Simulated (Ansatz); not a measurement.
Species: Mo, charge 0, septet.

Total energies in def2-TZVPP, 6 correlated electrons, 4 frozen orbitals. Open shells are spin-unrestricted; no spin-orbit coupling. Cores are frozen in correlated methods (noble-gas shells, and filled d and f shells in the p block). Past Kr the def2 sets carry scalar-relativistic core potentials.

| method | program | energy (Eh) | minus CCSDTQ (mEh) |
|---|---|---|---|
| HF | Ansatz | -67.56662 | 87.45 |
| MP2 | Ansatz | -67.64377 | 10.29 |
| CCSD | Ansatz | -67.65165 | 2.41 |
| CCSD(T) | Ansatz | -67.65376 | 0.31 |
| CCSDT(Q) | Ansatz | -67.65406 | 0.00 |
| CCSDTQ | Ansatz | -67.65406 | 0.00 |

Ansatz is a quantum-chemistry and plane-wave program.
